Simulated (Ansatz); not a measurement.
C12H13NSi, SMILES `[SiH3]N(c1ccccc1)c1ccccc1`. The species carries charge 0 and has multiplicity 1. All single points use the PBE0-D4/def2-TZVP geometry. It is one conformer, not always the lowest.

```xyz
27

Si    0.207   -1.049    2.447
N     0.027   -0.416    0.832
C    -1.038    0.429    0.496
C    -1.784    1.057    1.497
C    -2.871    1.852    1.175
C    -3.232    2.054   -0.147
C    -2.489    1.440   -1.146
C    -1.409    0.634   -0.835
C     1.045   -0.647   -0.131
C     1.766    0.422   -0.658
C     2.767    0.197   -1.586
C     3.071   -1.096   -1.990
C     2.358   -2.162   -1.464
C     1.343   -1.939   -0.546
H     1.281   -2.065    2.388
H    -1.075   -1.649    2.896
H     0.589    0.003    3.431
H    -1.504    0.941    2.539
H    -3.432    2.328    1.972
H    -4.078    2.682   -0.397
H    -2.758    1.582   -2.186
H    -0.848    0.153   -1.626
H     1.528    1.428   -0.334
H     3.322    1.037   -1.989
H     3.860   -1.271   -2.712
H     2.583   -3.175   -1.778
H     0.769   -2.769   -0.149
```

What is the dipole moment at ωB97M-V/def2-TZVPP? (Estimate.)

Computed: 0.76 D, with components (0.58, -0.15, -0.46) D in this frame, pointing from negative to positive charge.

And with PBE, r2SCAN, B3LYP? (An estimate is asked.)

Computed: PBE 0.80 D, r2SCAN 0.79 D, B3LYP 0.77 D.

Give the Mulliken charges with ωB97M-V, B3LYP, r2SCAN in def2-TZVPP. (Estimate.)

The calculation gave: 
```csv
atom,ωB97M-V,B3LYP,r2SCAN
Si1,0.14,0.27,0.28
N2,-0.17,-0.12,-0.12
C3,0.10,0.09,0.17
C4,-0.18,-0.19,-0.21
C5,-0.12,-0.11,-0.06
C6,-0.14,-0.15,-0.15
C7,-0.11,-0.12,-0.08
C8,-0.14,-0.17,-0.16
C9,0.01,0.09,0.15
C10,-0.15,-0.19,-0.20
C11,-0.10,-0.11,-0.08
C12,-0.11,-0.13,-0.11
C13,-0.10,-0.11,-0.07
C14,-0.14,-0.17,-0.16
H15,0.00,-0.05,-0.05
H16,0.00,-0.05,-0.05
H17,-0.03,-0.07,-0.07
H18,0.12,0.11,0.08
H19,0.12,0.12,0.10
H20,0.11,0.12,0.10
H21,0.12,0.12,0.10
H22,0.14,0.14,0.10
H23,0.15,0.14,0.11
H24,0.12,0.13,0.10
H25,0.12,0.13,0.10
H26,0.12,0.13,0.10
H27,0.14,0.14,0.10
```

B3LYP here is the variant with VWN-RPA as its local correlation; programs differ in this.
